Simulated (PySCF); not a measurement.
**Cr⁻ (chromium, charge -1) across methods**

[Ar] 3d5 4s2, high-spin 6S determinant. Computed with PySCF 2.14 in dyall-av2z (16s12p7d2f, 101 functions), with the non-relativistic Hamiltonian (point nucleus). The B2PLYP total includes its PT2 part (frozen core); its orbital energies are those of the SCF part.

| method | E (hartree) | mean ε 4s α (eV) | mean ε 3d α (eV) | mean ε 4s β (eV) | Σ⟨r²⟩ (bohr²) | ⟨S²⟩ |
| --- | --- | --- | --- | --- | --- | --- |
| LDA | -1042.230 | 0.151 | 1.045 | 1.071 | 82.47 | 8.852 |
| UHF | -1043.33504 | -2.229 | -6.340 | 0.216 | 120.1 | 9.261 |
| B97-3 | -1044.336 | -0.085 | -0.441 | 0.669 | 86.99 | 8.796 |
| CAM-B3LYP | -1044.510 | -0.817 | -1.527 | 0.047 | 81.84 | 8.809 |
| r2SCAN | -1044.440 | -0.199 | 0.671 | 0.998 | 90.22 | 9.015 |
| PBE0 | -1044.252 | -0.252 | -0.491 | 0.753 | 86.46 | 8.875 |
| PBE | -1044.233 | 0.260 | 1.147 | 1.155 | 84.35 | 8.856 |
| M06-L | -1044.413 | 0.421 | 1.451 | 1.342 | 73.48 | 8.801 |
| B2PLYP | -1044.184 | -0.552 | -2.143 | 0.472 | 90.87 | 8.873 |

⟨S²⟩ = 8.85 against 8.75 shows spin contamination. At LDA the highest occupied level has a positive energy, so only the finite basis holds that electron; in a semilocal or global hybrid functional this comes from self-interaction and does not mean that the real anion is unbound.

The highest occupied level is positive at LDA, UHF, B97-3, CAM-B3LYP, r2SCAN, PBE0, PBE, M06-L, B2PLYP: only the finite basis holds that electron, at UHF too, so the state is unbound at these levels.
